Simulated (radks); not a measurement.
All-electron atom: Ho30+ in [Kr] 4d1. Method: scalar-relativistic Kohn-Sham, PBE, spin-polarised, spherical densities, point nucleus; open shells are filled with parallel spins first; computed with a radial shooting solver on a logarithmic mesh with Libxc functionals. Some entries of the table are withheld. Estimate them.

orbital,occ.,eigenvalue (hartree),<r> (bohr),<r^2> (bohr^2)
1s up,1,-2080.473,0.02074,0.0005881
1s down,1,-2080.473,0.02074,0.0005881
2s up,1,-382.0932,0.08804,0.009156
2s down,1,-382.0583,0.08804,0.009156
2p up,3,-343.1740,0.07802,0.007430
2p down,3,-343.1462,0.07802,0.007430
3s up,1,-115.8264,0.2278,0.05925
3s down,1,-115.8087,0.2278,0.05922
3p up,3,-103.9231,0.2263,0.05926
3p down,3,-103.9032,0.2263,0.05924
3d up,5,(1),0.2047,0.04901
3d down,5,(2),0.2047,0.04899
4s up,1,-50.31314,0.4723,0.2504
4s down,1,-50.20887,0.4723,0.2505
4p up,3,-45.95656,0.4860,0.2668
4p down,3,-45.85350,0.4862,0.2670
4d up,1,-40.29729,0.4894,0.2735
4d down,0,-40.19558,0.4896,0.2737

Answer. 
(1) 3d up eigenvalue (hartree): -89.09460
(2) 3d down eigenvalue (hartree): -89.06496
